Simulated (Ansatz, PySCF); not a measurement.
C₃H₄O₂Si. Atoms are numbered in the order given.

```xyz
10

C     -0.6459    -2.8829     0.0000
C     -0.0002    -1.8518     0.0000
Si     0.9649    -0.2998     0.0000
C     -0.1570     1.2659     0.0000
O      0.3260     2.3689     0.0000
O     -1.4742     1.0445     0.0000
H     -1.2199    -3.7929     0.0000
H      1.8107    -0.2109     1.2211
H      1.8107    -0.2109    -1.2211
H     -1.9058     1.9176     0.0000
```

The structure is a stationary point at PBE0-D3(BJ)/def2-SVP. The structure was generated by enumeration, and PubChem lists no compound with its InChIKey, so it may never have been made. One conformer was computed; it need not be the lowest.

Vertical ionisation energy (IE) and electron affinity (EA) in eV. Rows of orbital energies are one-electron estimates. Where ΔSCF, EOM or ADC give a negative EA the extra electron is unbound and the value depends on the basis.

```csv
level,IE,EA
"−ε(HOMO), −ε(LUMO), HF/def2-TZVP (PySCF)",(withheld),(withheld)
"−ε(HOMO), −ε(LUMO), PBE/def2-TZVP (PySCF)",6.44,1.96
"ΔSCF, PBE0/def2-SVPD (Ansatz), final states of multiplicity 2 and 2",9.93,-0.72
"ΔSCF, PBE/def2-SVPD (Ansatz), final states of multiplicity 2 and 2",9.51,-0.56
```

Fill in the missing entries. (The exact figures need the calculation; the answer reports its results.)


- −ε(HOMO), −ε(LUMO), HF/def2-TZVP (PySCF), IE: 11.11
- −ε(HOMO), −ε(LUMO), HF/def2-TZVP (PySCF), EA: -2.77

What vertical singlet–triplet gap does ΔSCF give with PBE0/def2-SVPD (Ansatz, a first-principles code) and with PBE/def2-SVPD (Ansatz)? (An estimate is asked for; the answer gives what the named calculation found.)

4.36 and 4.29 eV (triplet above singlet where positive).
